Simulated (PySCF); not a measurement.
Bonding in `C#C[Si@H]1[C@H](C#N)[C@@H]1F`

Compound: C5H4FNSi.
Atom-mapped SMILES: `[CH:1]#[C:2][Si@H:3]1[C@H:4]([C:5]#[N:6])[C@@H:7]1[F:8]` (hydrogens: H9 on C1; H10 on Si3; H11 on C4; H12 on C7)

Geometry (GFN2-xTB, Å), atoms numbered from 1 in this order:
```
atom  x, y, z in Å
C1     3.223    0.064    0.118
C2     2.060   -0.146    0.346
Si3    0.299   -0.467    0.746
C4    -0.900    0.655   -0.252
C5    -2.111    1.060    0.347
N6    -3.079    1.386    0.869
C7    -0.787   -0.792   -0.776
F8    -1.911   -1.562   -0.654
H9     4.237    0.248   -0.097
H10   -0.130   -0.962    2.033
H11   -0.495    1.408   -0.919
H12   -0.406   -0.895   -1.788
```

Bond orders from the PBE0/pcSseg-1 density (PySCF). Isolated species at its GFN2-xTB geometry, gas phase.

**Question.** How far do the computed orders between heavy atoms stray from the drawn ones?

**Answer.** The largest departure is 0.496, at C1–C2 (drawn triple, 2.504). Drawn single, order below 0.88: Si3–C4 (0.805) and C4–C7 (0.822). Drawn double or triple, more than 0.30 short of the drawn order: C1–C2 (2.504).

**Question.** Set the Mayer orders of the bonds between heavy atoms beside their lengths.

**Answer.** 
```tsv
bond	drawn as	length (Å)	Mayer order
C1–C2	triple	1.203	2.504
C2–Si3	single	1.834	0.975
Si3–C4	single	1.922	0.805
C4–C5	single	1.410	1.041
C5–N6	triple	1.147	3.030
C4–C7	single	1.543	0.822
C7–F8	single	1.367	0.917
C7–Si3	single	1.898	0.916
```

Bonds between the same two heavy elements. C–C: lowest C4–C7 (0.822, 1.543 Å), highest C1–C2 (2.504, 1.203 Å). C–Si: lowest Si3–C4 (0.805, 1.922 Å), highest C2–Si3 (0.975, 1.834 Å).

**Question.** And the bonds to hydrogen?

**Answer.** C–H: 0.91 to 1.08 (3 bonds); H–Si: 0.94 (1 bond).

**Question.** Sum the orders of all bonds at each heavy atom with more than one neighbour and set the sums beside the valence in the SMILES.

**Answer.** C1 3.587 (drawn 4), C2 3.479 (drawn 4), Si3 3.639 (drawn 4), C4 3.575 (drawn 4), C5 4.071 (drawn 4), C7 3.594 (drawn 4). Orders between atoms that aren't bonded are not in these sums.

For a closed shell the Mayer order of atoms A and B is Σ (PS)μν (PS)νμ over the basis functions μ on A and ν on B, with P the density and S the overlap matrix.

These values come from a run that also computed NMR shieldings. On Arm Neoverse V2, one thread (shared host), this took 21 s wall and 0.73 GiB of memory at its peak.
